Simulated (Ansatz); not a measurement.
The cluster Ge2C. Charge 0, multiplicity 1. Geometry r2SCAN-D4/def2-TZVP, basis def2-TZVP, Ansatz.

Cartesian coordinates in Å:
```
Ge -0.034 1.517 -0.461
Ge -0.520 -1.401 0.532
C 0.554 -0.116 -0.071
```

```csv
run,HOMO (eV),LUMO (eV)
A,-5.72,-3.06
B,-6.16,-3.20
C,-6.94,-2.49
D,-6.55,-2.86
E,-5.87,-3.20
```

HSE06 is defined as in plane-wave codes, on full-range PBE exchange. The structure comes from a short search, and lower isomers may exist.

Task: The runs used BLYP, HSE06, PBE, PBE0, r2SCAN. Estimate which is which.

Result: A BLYP (0 % exact exchange); B r2SCAN (0 % exact exchange); C PBE0 (25 % exact exchange); D HSE06 (range-separated); E PBE (0 % exact exchange). Exact exchange lowers occupied and raises empty levels; among semilocal functionals meta-GGAs tend to open the gap a little, and such runs are hard to tell apart. The gap grows from 2.66 eV (BLYP) to 4.44 eV (PBE0).
